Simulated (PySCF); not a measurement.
These are M06-2X/def2-TZVP // B3LYP-D3(BJ)/def2-TZVP run with PySCF values and carry that method's errors. Gas-phase values, no solvent. One relaxed conformer stands for a flexible species; it need not be the lowest. Excitations are Tamm–Dancoff values on a coarser integration grid. The basis has no diffuse functions, so Rydberg states are missing or too high.

Reference species (SMILES): `[OH][InH][OH]` (H–O–In–O torsion 0°, O–In–O–H torsion 0°) (neutral, multiplicity 1).

```
Item                       Result
----------------------  ---------
HOMO                    -10.07 eV
S1 oscillator strength      0.000
LUMO                     -0.68 eV
S1 excitation (TDA)       5.98 eV
```

Changed species: `[OH][In]([OH])[OH]` (3 of 3 H replaced by OH; the reference has 2 of 3 H replaced by OH).

**Question.** Predict the effect on the HOMO, S1 oscillator strength, LUMO and S1 excitation (TDA).

**Answer.** the HOMO decreases by 0.41 eV, to -10.48 eV; the S1 oscillator strength is nearly the same; the LUMO falls by 0.55 eV, to -1.23 eV; the S1 excitation (TDA) drops by 0.45 eV, to 5.53 eV.
